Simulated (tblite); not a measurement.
Species: C₇H₆NO (doublet state).
Structure used (GFN2-xTB), in Å, numbered top down from 1:
```
atom  x, y, z in Å
C1    -2.2017    1.0413   -0.1542
C2    -1.4624   -0.0664    0.5372
O3    -1.9692   -0.8164    1.3365
C4    -0.0179   -0.1854    0.1624
C5     0.7703   -1.1790    0.7381
C6     2.1059   -1.2373    0.3474
C7     2.5496   -0.3229   -0.5681
C8     1.7228    0.6349   -1.1018
N9     0.4580    0.6789   -0.7214
H10   -2.1481    0.8924   -1.2302
H11   -1.7192    1.9901    0.0688
H12   -3.2379    1.0602    0.1718
H13    0.3451   -1.8655    1.4547
H14    2.7625   -1.9883    0.7630
H15    2.0379    1.3713   -1.8259
```

Calculated harmonic vibrations of the isolated species, GFN2-xTB (tblite), most abundant isotopes, no scaling. Against measured fundamentals such values can be off by several per cent, at times by over 20. One conformer, not necessarily the lowest. Open shells enter through the occupations alone, without spin polarisation, and single modes of such species can be off by tens of per cent.

Harmonic wavenumbers (cm⁻¹): 36.5, 105.3, 143.3, 181.4, 313.8, 349.1, 392.4, 462.4, 554.4, 559.2, 582.8, 684.4, 735.6, 787.5, 883.0, 912.8, 964.3, 985.8, 987.8, 1076.1, 1105.5, 1113.3, 1210.0, 1236.0, 1275.8, 1361.0, 1367.5, 1396.2, 1437.9, 1439.1, 1470.2, 1571.7, 1748.0, 3031.6, 3040.5, 3060.5, 3066.0, 3074.5, 3089.2.

A = 3762, B = 1344, C = 996.5 MHz; mass 120.045 u (most abundant isotopes); point group Cs, symmetry number 1; spin multiplicity 2.

Q: Zero-point energy?

A: Half the sum of the wavenumbers: 23896 cm⁻¹ = 285.86 kJ/mol.

Q: Entropy at 500 K, 1 bar (ideal gas, RRHO, classical rotation)?

A: Translation 179.31, rotation 125.89, vibration 157.09, spin (R ln 2) 5.76: S = 468.1 J/(mol K).

Q: And Cp and H(500 K) − H(0)?

A: Cp = 196.46 J/(mol K), of which vibrations give 163.20 (their classical limit is 39 R = 324.3); H(500 K) − H(0) = 57.63 kJ/mol without the zero-point energy, 41.00 from vibrations.

Q: Blend soft modes into free rotors: weight 1/[1 + (100 cm⁻¹/ν̃)⁴] for the oscillator and the rest for a rotor with moment μB/(μ + B), μ = h/(8π²ν), B = 10⁻⁴⁴ kg m². What vibrational entropy results?

A: 145.73 J/(mol K) in place of 157.09, which changes −T·S at 500 K by +5.68 kJ/mol.

Q: Which modes carry the vibrational entropy at 500 K?

A: 36.5 cm⁻¹: 27.05; 105.3 cm⁻¹: 18.27; 143.3 cm⁻¹: 15.74; 181.4 cm⁻¹: 13.81; 313.8 cm⁻¹: 9.44; 349.1 cm⁻¹: 8.62 J/(mol K); the other 33 give 64.15 together.

Q: What must be added to the electronic energy to get the Gibbs energy at 500 K and 1 bar?

A: ZPE + [H(500 K) − H(0)] − T·S = 285.86 + 57.63 − 234.03 = 109.46 kJ/mol.

Q: How do the functions run with temperature in this model?

A: 
| T (K) | S (J/(mol K)) | Cp (J/(mol K)) | H − H(0) (kJ/mol) | G − H(0) (kJ/mol) | ln q(vib) |
| --- | --- | --- | --- | --- | --- |
| 100 | 284.0 | 64.3 | 4.83 | -23.56 | 1.38 |
| 200 | 338.4 | 97.0 | 12.87 | -54.81 | 3.22 |
| 300 | 384.5 | 132.9 | 24.35 | -90.98 | 5.12 |
| 800 | 574.5 | 255.0 | 126.26 | -333.34 | 14.83 |
| 1000 | 634.1 | 278.9 | 179.79 | -454.34 | 18.47 |

q(vib) and H(0) count from the zero-point level.

Hindered rotation and anharmonicity are outside this model. Other conformers, if any are populated, would add a mixing term that is left out.
